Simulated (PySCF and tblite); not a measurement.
Values are calculated unless marked as measured or tabulated.
C₅H₇BrO, numbered as in [CH3:1][C:2](=[O:3])/[CH:4]=[C:5](/[CH3:6])[Br:7].

The ensemble was built from 60 distance-geometry starts (ETKDG, MMFF94s, GFN2-xTB) and rests on GFN2-xTB geometries. Weights use PBE0-D3(BJ)/def2-SVP (IEF-PCM, chloroform) energies plus GFN2-xTB zero-point and thermal terms (modes under about 100 cm⁻¹ blended into free rotors). Symmetry numbers and mirror images are counted. Conformers within 2.5 kcal/mol (GFN2-xTB free energy) were kept, 6 at most. Couplings: B3LYP/6-31G* with pcJ-1 on H (gas phase; spin-dipole term only for pairs with B, N, F, Si or P). Couplings are for ¹H. H–H couplings come out 0.1 to 0.9 Hz lower than with pcJ-1 on all atoms. Programs: PySCF with density fitting and tblite.

Torsions listed: O3–C2–C4–C5.

```json
{"conformer": "1", "shape": "-178°", "weight %": "51.6"}
{"conformer": "2", "shape": "0°", "weight %": "48.4"}
```

(1) Give the couplings in each conformer and the averages at 298.15 K (pairs that fast motion interchanges averaged).

Spin–orbit effects of the heavy atoms on shieldings are missing.

## Answers

(1) 
| coupling | pairs | 1 | 2 | average (Hz) |
| --- | --- | --- | --- | --- |
| ²J(H1,H1) | 3 | -15.3 | -15.3 | -15.3 |
| ²J(H6,H6) | 3 | -16.3 | -16.2 | -16.2 |
